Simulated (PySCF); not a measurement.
# Magnetic susceptibility: `InChI=1S/C4H8FNO2/c1-8-2-3(5)4(6)7/h3H,2H2,1H3,(H2,6,7)/t3-/m1/s1`

Molfile (atoms numbered from 1):
```
C4H8FNO2
     RDKit          3D

 16 15  0  0  0  0  0  0  0  0999 V2000
    2.8772    0.2868   -0.3182 C   0  0  0  0  0  0  0  0  0  0  0  0
    1.6051    0.1642   -0.9009 O   0  0  0  0  0  0  0  0  0  0  0  0
    0.5851   -0.0147    0.0495 C   0  0  0  0  0  0  0  0  0  0  0  0
   -0.7582   -0.0886   -0.6656 C   0  0  1  0  0  0  0  0  0  0  0  0
   -0.9787   -1.3576   -1.1644 F   0  0  0  0  0  0  0  0  0  0  0  0
   -1.9081    0.3126    0.2706 C   0  0  0  0  0  0  0  0  0  0  0  0
   -3.0006   -0.4625    0.1710 N   0  0  0  0  0  0  0  0  0  0  0  0
   -1.8188    1.2655    1.0091 O   0  0  0  0  0  0  0  0  0  0  0  0
    2.9224    1.1525    0.3534 H   0  0  0  0  0  0  0  0  0  0  0  0
    3.5794    0.4221   -1.1375 H   0  0  0  0  0  0  0  0  0  0  0  0
    3.1448   -0.6133    0.2481 H   0  0  0  0  0  0  0  0  0  0  0  0
    0.5502    0.8333    0.7498 H   0  0  0  0  0  0  0  0  0  0  0  0
    0.7435   -0.9409    0.6230 H   0  0  0  0  0  0  0  0  0  0  0  0
   -0.7408    0.5870   -1.5301 H   0  0  0  0  0  0  0  0  0  0  0  0
   -3.7918   -0.2667    0.7613 H   0  0  0  0  0  0  0  0  0  0  0  0
   -3.0183   -1.2709   -0.4267 H   0  0  0  0  0  0  0  0  0  0  0  0
  1  2  1  0
  2  3  1  0
  3  4  1  0
  4  5  1  0
  4  6  1  0
  6  7  1  0
  6  8  2  0
  1  9  1  0
  1 10  1  0
  1 11  1  0
  3 12  1  0
  3 13  1  0
  4 14  1  6
  7 15  1  0
  7 16  1  0
M  END
```

Method: GIAO B97-2/pcSseg-1 magnetisability, rotational g tensor and spin-rotation constants, non-relativistic, gas phase (PySCF). Geometry: GFN2-xTB.

Question: How diamagnetic is it, and how anisotropic?

Answer: Isotropic -1088 × 10⁻³⁰ J/T², or -65.5 × 10⁻⁶ cm³/mol; principal values -1157, -1096, -1010 × 10⁻³⁰ J/T², anisotropy 128 × 10⁻³⁰ J/T² (root of half the summed squared differences of the principal values). The susceptibility is in cgs units.

Question: Split it along the inertial axes a, b, c into diamagnetic and paramagnetic parts about the centre of mass, with the quadrupole moment.

Answer: 
| axis | χ (10⁻⁶ cm³/mol) | diamagnetic (10⁻⁶ cm³/mol) | paramagnetic (10⁻⁶ cm³/mol) | summed x² of all electrons (Å²) | quadrupole Θ (D Å) |
| --- | --- | --- | --- | --- | --- |
| a | -65.8 | -370.8 | 305.0 | 255.8 | +15.50 |
| b | -62.2 | -1164.7 | 1102.5 | 68.7 | -13.70 |
| c | -68.5 | -1376.8 | 1308.3 | 18.7 | -1.80 |

Anisotropies 2χaa − χbb − χcc = -0.9 and 2χbb − χaa − χcc = +9.8 × 10⁻⁶ cm³/mol. Θ is traceless in Buckingham's convention.

Question: And the rotational g tensor?

Answer: 
| axis | rotational constant (GHz) | g | nuclear part | electronic part |
| --- | --- | --- | --- | --- |
| a | 4.0823 | -0.0442 | 0.5408 | -0.5849 |
| b | 1.1224 | -0.0050 | 0.5764 | -0.5813 |
| c | 0.9192 | -0.0044 | 0.5606 | -0.5650 |

Asymmetric top; isotopes 12C, 19F, 1H, 14N, 16O; no vibrational averaging.
